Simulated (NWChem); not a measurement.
## Ionisation of ClSn

```
Sn
Cl 1 2.3941
```
Charge 0, spin multiplicity 2.

The numbers come from NWChem runs, not from measurements. All single points use one geometry, from UPBE0/def2-SVP with def2 effective core potentials on Sn, a minimum by its harmonic frequencies.

Basis set: def2-TZVP. The species with one electron less has spin multiplicity 1 and keeps the geometry of the parent. Δ marks differences of total energies (open shells unrestricted). −ε marks an orbital energy of the parent. That orbital need not have the symmetry of the hole or added electron in the Δ rows. That singlet is a closed-shell solution.

Effective core potentials replace the inner electrons of Sn; spin-orbit coupling is left out. B3LYP has NWChem's definition, with VWN1-RPA local correlation. This spin state was chosen for the runs; another may lie lower. The structure started from a generated list of species. The unpaired electrons of the parent sit in orbitals of symmetry b2 (C2v labels of the run); other states weren't searched. No SCF solution was tested for a lower state.

Order these methods by the first vertical ionisation energy they give, lowest first: G0W0@B3LYP, ΔPBE, ΔB3LYP, −ε(alpha HOMO) of PBE, −ε(alpha HOMO) of B3LYP.

−ε(alpha HOMO) of PBE (4.01 eV), −ε(alpha HOMO) of B3LYP (4.72 eV), G0W0@B3LYP (6.83 eV), ΔPBE (6.99 eV), ΔB3LYP (7.12 eV)
